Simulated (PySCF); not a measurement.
**I⁺: ionisation energy**

I⁺ [Kr] 4d10 5s2 5p4 (3P) → I²⁺ [Kr] 4d10 5s2 5p3 (4S), as a difference of total energies. All numbers are calculated (PySCF 2.14, scalar relativity by spin-free X2C-1e, in aug-cc-pwCVTZ-DK3 (10s9p7d4f1g, 109 functions)). Correlated levels: valence: [Kr] 4d10 frozen. The calculations carry no spin-orbit coupling.

```tsv
method	ionisation energy (eV)
UHF	17.675
MP2 (valence)	18.327
SCS-MP2 (valence)	18.397
CCSD (valence)	18.461
CCSD(T) (valence)	18.488
```

Problem. How much does correlation contribute at CCSD(T) (valence)?

Solution. 18.488 − (17.675) = 0.813 eV, measured against UHF.

Errors of the correlated levels include the incompleteness of this basis and the frozen core.

For comparison: 18.750 eV (measured; NIST levels, between the centres of gravity of the two terms).
